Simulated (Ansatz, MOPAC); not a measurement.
Diatomic GaCl+, multiplicity 2 (lowest of 2S+1 = 2, 4 at CCSD(T)/def2-TZVPP on PBE0 minima; our sources give no spin for the ground state, which may be another). No spin–orbit coupling. Ga is treated without relativity.

Constants: fifth-degree fit in 1/R to seven points, most abundant isotopes. Runs in def2 and cc sets follow the lowest solution found near the PBE0 minimum.

Correlated levels freeze the inner cores; with def2 sets outer-core shells near the valence are correlated too. CBS(a, b) extrapolates the correlation energy as X⁻³ and adds the Hartree–Fock energy of set b. The state that PM6 reach isn't checked.

Programs: Ansatz (Gaussian orbitals); MOPAC for PM6 (differences of heats of formation). 

What bond length and harmonic frequency does PM6 give?

r_e = 2.053 Å, ω_e = 462 cm⁻¹.

What bond length and harmonic frequency does PBE/def2-TZVPP give?

r_e = 2.116 Å, ω_e = 399 cm⁻¹.

What bond length and harmonic frequency does CCSD(T)/CBS(def2-TZVPP, def2-QZVPP) give?

r_e = 2.068 Å, ω_e = 445 cm⁻¹.

Ansatz is an electronic-structure program.
